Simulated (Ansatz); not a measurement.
FH6NO2Si2, SMILES `O[SiH2]N[SiH](O)F`. The species carries charge 0 and has multiplicity 1. All single points use the PBE0-D4/def2-TZVP geometry. It is one conformer, not always the lowest.

```xyz
12

O    -2.229   -1.015    0.765
Si   -1.556   -0.393   -0.599
N     0.167   -0.299   -0.530
Si    1.145    0.659    0.477
O     2.464    1.084   -0.384
F     1.663   -0.130    1.769
H    -1.909   -1.863    1.076
H    -1.852   -1.225   -1.794
H    -2.162    0.952   -0.698
H     0.661   -0.903   -1.172
H     0.357    1.795    0.991
H     3.252    1.336    0.099
```

Problem. What is the dipole moment at r2SCAN/def2-TZVPP? (Best estimate.)

Solution. Computed: 1.82 D, with components (1.49, -0.88, -0.55) D in this frame, pointing from negative to positive charge.

Problem. And with PBE, B3LYP, ωB97M-V? (An estimate is asked.)

Solution. Ansatz gave: PBE 1.78 D, B3LYP 1.77 D, ωB97M-V 1.81 D.

Problem. Give the Mulliken charges with r2SCAN, B3LYP, PBE in def2-TZVPP. (Estimate.)

Solution. The calculation gave: 
```csv
atom,r2SCAN,B3LYP,PBE
O1,-0.41,-0.39,-0.35
Si2,0.55,0.51,0.41
N3,-0.40,-0.34,-0.27
Si4,0.73,0.72,0.60
O5,-0.41,-0.39,-0.35
F6,-0.32,-0.33,-0.28
H7,0.20,0.18,0.19
H8,-0.11,-0.10,-0.09
H9,-0.08,-0.08,-0.07
H10,0.16,0.14,0.14
H11,-0.10,-0.11,-0.11
H12,0.20,0.19,0.19
```

B3LYP here is the variant with VWN-RPA as its local correlation; programs differ in this.
